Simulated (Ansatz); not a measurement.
Cost and result for the atomization energy of CH₃Cl₂Si, SMILES `[CH2][SiH](Cl)Cl` radical (7 atoms, 6 bonds).

```csv
atom,x (Å),y (Å),z (Å)
C1,-0.4539,0.4611,0.9639
Si2,0.2371,-0.3841,-0.4955
Cl3,2.1765,0.2050,-0.7952
Cl4,-0.8372,0.1145,-2.1672
H5,-0.5326,1.5417,1.0217
H6,-0.8100,-0.0854,1.8310
H7,0.2201,-1.8529,-0.3588
```

Charge 0, multiplicity 2. All single points use the PBE0-D4/def2-TZVP geometry. Program: Ansatz. All runs use 4 threads of a server CPU on a shared host. Times are those of one run each, without the atoms' runs, and a repeat can differ threefold. Electronic energies, without spin–orbit coupling; frozen cores. CCSD(T)/CBS adds CCSD(T) − MP2 in def2-TZVPP to the MP2 limit, and its time is that of the two runs behind it. T1 = 0.010; ⟨S²⟩ of the reference is 0.76. HSE06 is the plane-wave form, built on full-range PBE exchange.

CCSD(T)/CBS is a level of theory with its own doubt, some kJ/mol a heavy atom from the limit and from the frozen cores, so smaller differences don't rank the functionals.

```json
{"level": "LDA (SPW92)/def2-TZVPP", "functions": "199", "wall time": "6.1 s"}
{"level": "revPBE-D4/def2-TZVPP", "functions": "199", "wall time": "7.5 s"}
{"level": "PBE-QIDH/def2-TZVPP", "functions": "199", "wall time": "12 s"}
{"level": "r2SCAN-D4/def2-TZVPP (with forces)", "functions": "199", "wall time": "12 s"}
{"level": "CCSD(T)/def2-SVP", "functions": "83", "wall time": "13 s"}
{"level": "BHLYP-D4/def2-TZVPP", "functions": "199", "wall time": "13 s"}
{"level": "HSE06-D4/def2-TZVPP", "functions": "199", "wall time": "14 s"}
{"level": "B2PLYP/def2-TZVPP", "functions": "199", "wall time": "16 s"}
{"level": "B97M-V/def2-TZVPP", "functions": "199", "wall time": "19 s"}
{"level": "ωB97M-V/def2-TZVPP (with forces)", "functions": "199", "wall time": "26 s"}
{"level": "MP2/def2-QZVPP", "functions": "357", "wall time": "34 s"}
{"level": "CCSD(T)/def2-TZVPP", "functions": "199", "wall time": "3.5 min"}
{"level": "CCSD(T)/CBS(def2)", "functions": "–", "wall time": "4.1 min"}
```

Question: What atomization energy does each give, and how far from CCSD(T)/CBS? (Best estimate.)

Answer: The calculation gave: 
```csv
level,atomization (kJ/mol),difference from CCSD(T)/CBS,per bond
LDA (SPW92)/def2-TZVPP,2610.7,289.8,48.3
revPBE-D4/def2-TZVPP,2300.5,-20.4,-3.4
PBE-QIDH/def2-TZVPP,2322.4,1.5,0.3
r2SCAN-D4/def2-TZVPP (with forces),2351.8,30.9,5.1
CCSD(T)/def2-SVP,2145.5,-175.4,-29.2
BHLYP-D4/def2-TZVPP,2270.8,-50.1,-8.3
HSE06-D4/def2-TZVPP,2333.1,12.2,2.0
B2PLYP/def2-TZVPP,2282.8,-38.1,-6.4
B97M-V/def2-TZVPP,2351.1,30.2,5.0
ωB97M-V/def2-TZVPP (with forces),2333.1,12.2,2.0
MP2/def2-QZVPP,2338.4,17.5,2.9
CCSD(T)/def2-TZVPP,2250.4,-70.5,-11.7
CCSD(T)/CBS(def2),2320.9,0.0,0.0
```

The D4 term adds +30.5 kJ/mol with B3LYP and +15.8 kJ/mol with PBE0; it sums over pairs of atoms, weighted by their polarisabilities, and B3LYP, whose exchange is more repulsive, gets the larger term. In def2-TZVPP, CCSD(T) changes the Hartree–Fock value by +467.6 kJ/mol (the triples alone add +31.8 kJ/mol) and MP2 by +513.7 kJ/mol; breaking electron pairs costs correlation energy, which Hartree–Fock lacks. At CCSD(T), def2-SVP lies −175.4 kJ/mol from the extrapolated value and def2-TZVPP −70.5 kJ/mol: correlation converges slowly with the basis, and small sets miss more of it in the bonded molecule than in its fragments.

B3LYP here is the variant with VWN-RPA as its local correlation; programs differ in this.
